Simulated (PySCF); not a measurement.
A run for PySCF: R-M06-2X/def2-TZVPP on CH6AlN (SMILES C[NH][AlH2]), a point of a torsion scan.

```python
from pyscf import gto, dft

mol = gto.M(
    atom='''
    C    -1.30594053    0.25930471    0.24852570
    N    -0.07751297   -0.46728081   -0.07132131
    Al    1.57730841    0.05264348   -0.48638309
    H    -2.10218933    0.03364085   -0.46779059
    H    -1.09992210    1.32819507    0.20750194
    H    -1.66486348    0.01540185    1.25331865
    H    -0.25841383   -1.46952882   -0.03604947
    H     1.99764583    1.53482562   -0.57755727
    H     2.65179777   -1.01407720   -0.77037531
    ''',
    basis='def2-tzvpp',
    charge=0, spin=0, verbose=4, max_memory=1800)
mf = dft.RKS(mol, xc='m062x').density_fit(auxbasis='def2-universal-jkfit')
mf.grids.level = 4
mf.conv_tol = 1e-9
mf.max_cycle = 150
mf.kernel()
mf.dip_moment()
```

Q: What total energy does the run end on?

A: -338.8816 hartree.
